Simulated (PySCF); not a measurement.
**Electronic structure of Pb⁻ (lead, charge -1) at the PBE level**

Configuration: [Xe] 4f14 5d10 6s2 6p3, high-spin 4S determinant. All numbers are calculated (PySCF 2.14, scalar relativity by spin-free X2C-1e, in aug-cc-pwCVTZ-DK3 (11s10p8d5f1g, 125 functions)).

| Quantity | Value |
| --- | --- |
| Total energy | -20884.20 hartree |
| One-electron energy | -28584.57 hartree |
| Hartree (Coulomb) energy | 8096.28 hartree |
| Exchange-correlation energy | -395.92 hartree |
| ⟨S²⟩ | 3.7514 |
| ⟨L²⟩ | 0.000 |
| Sum of ⟨r⟩ | 54.68 bohr |
| Sum of ⟨r²⟩ | 106.9 bohr² |
| Langevin diamagnetic susceptibility | -84.7 ×10⁻⁶ cm³/mol |

| shell | electrons | mean orbital energy (eV) | rms radius, mean of both spins (bohr) |
| --- | --- | --- | --- |
| 1s α | 1 | -87717.8 | 0.0181 |
| 1s β | 1 | -87717.8 | 0.0181 |
| 2s α | 1 | -15685.8 | 0.0730 |
| 2s β | 1 | -15685.8 | 0.0730 |
| 2p α | 3 | -13529.9 | 0.0673 |
| 2p β | 3 | -13529.9 | 0.0673 |
| 3s α | 1 | -3763.1 | 0.186 |
| 3s β | 1 | -3763.1 | 0.186 |
| 3p α | 3 | -3140.9 | 0.189 |
| 3p β | 3 | -3140.9 | 0.189 |
| 3d α | 5 | -2473.4 | 0.173 |
| 3d β | 5 | -2473.4 | 0.173 |
| 4s α | 1 | -847.44 | 0.408 |
| 4s β | 1 | -847.42 | 0.408 |
| 4p α | 3 | -641.98 | 0.436 |
| 4p β | 3 | -641.97 | 0.436 |
| 4d α | 5 | -395.33 | 0.463 |
| 4d β | 5 | -395.30 | 0.463 |
| 5s α | 1 | -137.49 | 0.905 |
| 5s β | 1 | -137.45 | 0.905 |
| 4f α | 7 | -127.10 | 0.497 |
| 4f β | 7 | -127.08 | 0.497 |
| 5p α | 3 | -80.258 | 1.04 |
| 5p β | 3 | -80.213 | 1.04 |
| 5d α | 5 | -15.212 | 1.41 |
| 5d β | 5 | -14.997 | 1.41 |
| 6s α | 1 | -6.717 | 2.53 |
| 6s β | 1 | -5.566 | 2.53 |
| 6p α | 3 | 0.987 | 4.41 |

Spin-orbit coupling, which splits the p, d and f shells strongly at this Z, is absent. Spin-orbit coupling is strong in this species (close to jj coupling), so the high-spin LS determinant is a model state, not a physical level. At PBE the highest occupied level has a positive energy, so only the finite basis holds that electron; in a semilocal or global hybrid functional this comes from self-interaction and does not mean that the real anion is unbound.

Densities and radii are taken from the X2C orbitals without a picture-change correction, which distorts them close to the nucleus.
